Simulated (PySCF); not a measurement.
Start geometry of `BOB(N)Br` from GFN2-xTB (Å):
```
atom  x, y, z in Å
B1    -1.7683    0.4900    0.7221
O2    -0.6442    0.1295    0.2310
B3     0.4558   -0.2875   -0.3277
N4     1.7529   -0.2568    0.3169
Br5    0.4079   -0.9806   -2.1127
H6    -2.4567   -0.2594    1.3009
H7    -2.1225    1.6323    0.5699
H8     1.8659    0.0892    1.2506
H9     2.5672   -0.5739   -0.0913
```

Task: What comes out of this run: PBE0-D3(BJ)/def2-SVP geometry optimisation, gas phase in PySCF?

Result: 
```
atom  x, y, z in Å
B1    -1.7810    0.6009    0.3914
O2    -0.4288    0.6183    0.4184
B3     0.5251   -0.2294   -0.0876
N4     1.7809   -0.2875    0.5052
Br5    0.1611   -1.3292   -1.6445
H6    -2.3744   -0.3398   -0.0860
H7    -2.3529    1.5505    0.8752
H8     2.0063    0.2758    1.3153
H9     2.5228   -0.8840    0.1695
```

The energy falls by 8.4 kcal/mol over 28 energy and gradient evaluations, the largest force component goes from 0.0732 to 8.5e-05 Eh/bohr, and the atoms move by 0.554 Å rms after alignment. The bond that changes most is B1–O2 (three-coordinate boron to boron-bound oxygen), which lengthens by 0.074 Å. Bonds longer at the end by more than 0.005 Å: 6 of 8; shorter: 1. Among the angles that change most is B1–O2–B3, from 176.1° to 132.8°. Rotational constants go from 5309, 1970, 1454 to 4663, 2271, 1540 MHz. The orientation of the end geometry is arbitrary; only internal coordinates are fixed.

The run used 108 basis functions and 183 SCF cycles in all. On an Intel Xeon at 2.60 GHz with one thread, no GPU, shared host with 128 logical CPUs at a one-minute load of 67, this took 2.5 min wall and 0.45 GiB of memory at its peak.

Whether it is a minimum is left open (no frequencies). The numbers are those of one conformer.
